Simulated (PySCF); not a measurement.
BH3, SMILES B. Geometry: B3LYP-D3(BJ)/def2-TZVPD. The isomer is the one that the SMILES or the coordinates give; other isomers of the formula were not compared.

TDA-PBE/def2-TZVPD in PySCF puts the lowest singlet excitations at 5.63, 5.63, 8.63, 8.63, 10.41, 10.43 eV.

Question: What are the lowest excitation roots from ADC(2)/aug-cc-pVDZ run with PySCF 2.14.0? (An estimate is asked for; the answer gives what the named calculation found.)

Answer: 6.27, 6.27, 10.00, 10.00, 10.94, 10.94 eV. S1 differs by 0.64 eV (second minus first; roots are paired by order, and the bases may differ).
